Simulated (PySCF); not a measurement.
A structure optimised at ωB97X-D3(BJ)/def2-SVP, used in a PySCF frequency run:

```xyz
9

Ge     0.3025    -0.3156     0.2456
F      0.4609     1.2690     0.9406
F      1.5497    -0.3915    -0.9589
C     -1.4209    -0.3502    -0.5882
C     -2.1868     0.7450    -0.5523
H      0.6637    -1.3415     1.3166
H     -1.7691    -1.2574    -1.0951
H     -1.8483     1.6588    -0.0514
H     -3.1764     0.7727    -1.0230
```

Problem. Write its SMILES and formula.

Solution. C=[CH][GeH]([F])[F], C2H4F2Ge

Problem. What are its rotational constants (standard atomic weights)?

Solution. 5.1045, 2.6959, 2.1555 GHz
